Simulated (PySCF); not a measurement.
CH6OSi, singlet, geometry from GFN2-xTB. Base run: CAMB3LYP/6-31G, TDDFT (PySCF).

Input for PySCF:
```python
from pyscf import gto, scf, dft, tdscf

mol = gto.M(
    atom='''
Si    1.037084   -0.239241    0.132351
O    -0.431336   -0.002272   -0.510801
C    -1.601958    0.437848    0.101773
H     1.736082   -0.682151   -1.060803
H     1.573417    0.999130    0.707819
H     0.997193   -1.242698    1.201766
H    -1.464619    1.427823    0.544815
H    -2.382722    0.492420   -0.658526
H    -1.916099   -0.254070    0.887789
''',
    basis='6-31g',
    charge=0,
    spin=0,
    verbose=4,
)

mf = dft.RKS(mol)
mf.xc = 'camb3lyp'
mf.kernel()
td = mf.TDDFT()
td.nstates = 5
td.kernel()
td.analyze()
```

Variants of this job, named by their change:

```csv
change,first excitation (eV),oscillator strength of the first,second (eV),core-seconds (rough)
base,6.89,0.000,7.47,30
basis = cc-pVDZ,7.25,0.001,7.92,80
conv_tol = 1e-3,6.89,0.000,7.47,30
functional = m062x,6.94,0.000,7.57,60
functional = pbe,5.96,0.000,6.47,10
functional = b3lyp,6.57,0.000,7.11,20
functional = blyp,5.98,0.000,6.47,10
functional = wb97x,7.07,0.000,7.69,40
guess vectors = 13 for 5 states,6.89,0.000,7.47,30
states = triplets; response = Tamm-Dancoff,6.53,-,7.05,20
nstates = 15,6.89,0.000,7.47,30
```

An iterative solver can miss low states, so a row lists the states that it found.
